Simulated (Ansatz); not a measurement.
Consider the cleavage of the Al–Si bond: `N[Si](N)([AlH2])[SiH3]` + `C[SiH](N)Cl` → `C[SiH](Cl)[NH][AlH2]` + `N[SiH](N)[SiH3]`.

Computed with Ansatz on PBE0-D4/def2-TZVP structures; ΔE is electronic, products minus reactants. CBS: MP2 limit from def2 TZ/QZ plus the TZ coupled-cluster correction, frozen cores. Functionals use def2-TZVPP. One conformer a species, not always the lowest.

`N[Si](N)([AlH2])[SiH3]`:

Z-matrix (Å, degrees):
```
Si
N 1 1.724
Al 1 2.475 2 105.8
N 1 1.731 2 106.9 3 -127.1
Si 1 2.362 2 114.3 3 119.1
H 2 1.006 1 120.8 3 -21.3
H 2 1.008 1 121.4 3 -172.3
H 3 1.597 1 121.8 2 11.9
H 3 1.594 1 120.8 2 -169.2
H 4 1.008 1 120.1 2 62.2
H 4 1.007 1 120.0 2 -152.9
H 5 1.493 1 109.7 2 -75.1
H 5 1.493 1 112.3 2 165.9
H 5 1.492 1 112.3 2 44.4
```

`C[SiH](N)Cl`:

```xyz
10

C    -0.079   -1.407    0.019
Si    0.530    0.341    0.109
N    -0.792    1.415    0.190
Cl    1.755    0.641   -1.547
H     0.760   -2.102   -0.050
H    -0.667   -1.652    0.907
H    -0.706   -1.552   -0.864
H     1.395    0.617    1.279
H    -1.563    1.314   -0.452
H    -0.635    2.386    0.408
```

`C[SiH](Cl)[NH][AlH2]`:

Cartesian coordinates in Å:
```
C 0.152 -0.476 2.018
Si 0.583 0.343 0.409
Cl 2.649 0.250 0.233
N -0.182 -0.387 -0.939
Al -0.949 0.398 -2.348
H 0.672 0.007 2.848
H -0.924 -0.418 2.198
H 0.445 -1.529 2.006
H 0.229 1.781 0.386
H -0.122 -1.398 -0.964
H -1.526 -0.546 -3.480
H -1.027 1.976 -2.365
```

`N[SiH](N)[SiH3]`:

Z-matrix (Å, degrees):
```
Si
N 1 1.715
Si 1 2.353 2 105.3
N 1 1.717 2 107.8 3 124.4
H 1 1.496 2 116.7 3 -120.4
H 2 1.006 1 121.1 3 31.9
H 2 1.008 1 120.6 3 -178.7
H 3 1.490 1 110.5 2 -170.0
H 3 1.492 1 112.4 2 -49.8
H 3 1.491 1 110.9 2 70.5
H 4 1.006 1 120.0 2 149.1
H 4 1.007 1 121.2 2 -62.6
```

**Question.** Is it downhill or uphill in electronic energy at CCSD(T)/CBS, and by how much? (Estimate.)

**Answer.** Ansatz gave: Downhill: ΔE = -121.3 kJ/mol.

**Question.** What do these levels give: r2SCAN-D4, PBE, PBE0, MP2/def2-QZVPP, HF/CBS(def2), CCSD/CBS(def2)? (Estimate.)

**Answer.** Ansatz gave: r2SCAN-D4 -117.2, PBE -99.1, PBE0 -105.5, MP2/def2-QZVPP -131.0, HF/CBS(def2) -135.7, CCSD/CBS(def2) -122.9 kJ/mol.

Largest T1 diagnostic among the species: 0.013.

From PBE to PBE0 (25 % exact exchange), in def2-TZVPP and without D4, ΔE moves by −6.4 kJ/mol.
